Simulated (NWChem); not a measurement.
System: HS2, doublet; SMILES [S]S

Here is an NWChem input.

```
start job
memory heap 200 mb stack 900 mb global 1100 mb
geometry units angstroms noautoz
  S      0.029869    -1.052074     0.000000
  S      0.067440     0.943595     0.000000
  H     -1.275563     1.274027     0.000000
end
basis spherical
  * library sto-3g
end
dft
  odft
  mult 2
  xc pbe0
  iterations 150
  mulliken
end
task dft energy
```

In the optimisation the excess spin sits in a" (Cs, its own frame). Coordinates come from a PBE-D3(BJ)/def2-SVP, spin-unrestricted optimisation. No stability test was run on the SCF state.

Problem. Predict the main results of this run. (PBE0/STO-3G, spin-unrestricted.) Quantities: basis functions; energy (Ha); highest occupied level (eV); lowest empty minus highest occupied level, either spin (eV); dipole (D); <S²>.

Solution. 
```
Item                                                           Value
-----------------------------------------------------------  -------
number of basis functions                                         19
energy (Ha)                                                  -787.86
highest occupied level (eV)                                    -2.90
lowest empty minus highest occupied level, either spin (eV)     3.58
dipole (D)                                                      1.09
<S²>                                                           0.751
```
